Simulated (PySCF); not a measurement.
Mg(Br)(SiH3) (BrH₃MgSi), SMILES [Mg]([SiH3])[Br]. The structure is a stationary point at TPSSh-D3(BJ)/def2-TZVP.

**Question.** Give the equilibrium geometry at TPSSh-D3(BJ)/def2-TZVP (PySCF confirms it by a frequency run) as bond lengths and angles, and its point group. (Estimate from the structure and the level; the computed values follow.)

**Answer.** point group C3v.
Atoms: Mg1 Br2 Si3 H4 H5 H6. Bonded distances (Å): Mg1–Br2 2.350, Mg1–Si3 2.570, Si3–H4 1.489, Si3–H5 1.489, Si3–H6 1.489. Bond angles (°): Br2–Mg1–Si3 180.0, Mg1–Si3–H4 112.3, Mg1–Si3–H5 112.3, Mg1–Si3–H6 112.3, H4–Si3–H5 106.5, H4–Si3–H6 106.5, H5–Si3–H6 106.5.
Charge 0, spin multiplicity 1.
